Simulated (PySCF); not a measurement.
# Cu+: excitation energy

Cu+ [Ar] 3d10 (1S) → Cu+ [Ar] 3d9 4s1, s spin flipped, as a difference of total energies. Computed with PySCF 2.14 in aug-cc-pVTZ-PP with ECP10MDF (6s6p5d3f2g, 88 functions), with scalar relativity through the core potential. Correlated levels: valence: 3s2 3p6 frozen. The calculations carry no spin-orbit coupling.

| method | excitation energy (eV) |
| --- | --- |
| UHF | 0.825 |
| MP2 (valence) | 3.610 |
| SCS-MP2 (valence) | 3.282 |

Q: How much does correlation contribute at MP2 (valence)?

A: 3.610 − (0.825) = 2.785 eV, measured against UHF.

The upper determinant mixes two multiplicities, so it lies between the two terms.
